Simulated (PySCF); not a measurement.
# Ionising SnF

PBE0; Sn def2-SVPD with ECP28, F def2-SVPD; scalar-relativistic core potentials (PySCF 2.14). Neutral (UKS): doublet (π ↑), Re = 1.987 Å, ωe = 562 cm⁻¹, De = 4.83 eV, HOMO -4.97 eV, LUMO -3.10 eV.

SnF⁻ (UKS): triplet (π ↑↑), Re = 2.091 Å, ωe = 434 cm⁻¹, De = 2.63 eV to Sn + F⁻. The energies at the minima are -313.99170 hartree for SnF and -314.03450 for SnF⁻.

(1) Work out the adiabatic electron affinity, without and with harmonic zero-point energies (1 hartree = 27.2114 eV, 1 eV = 8065.5 cm⁻¹), and the change of the bond length.

Spin–orbit coupling is left out, which matters for elements this heavy, above all for dissociation energies. For an ion De counts to the pair picked by the measured ionisation energies or electron affinities, which need not be the lowest pair at this level. The highest Kohn–Sham level is positive in this anion. Much of that is self-interaction error, but it also means that the finite basis helps to hold the extra electron. States were picked by a PBE0 search and need not be the measured ground states.

Answers

(1) At PBE0: 0.04280 hartree = 1.165 eV between the minima; the zero-point term (562.0 − 434.0)/2 cm⁻¹ = +0.008 eV makes it 1.173 eV. Re changes by +10.4 pm against the neutral. The electron enters a π orbital; in so polar a molecule the change of length follows mostly from the change of the ionic charges.
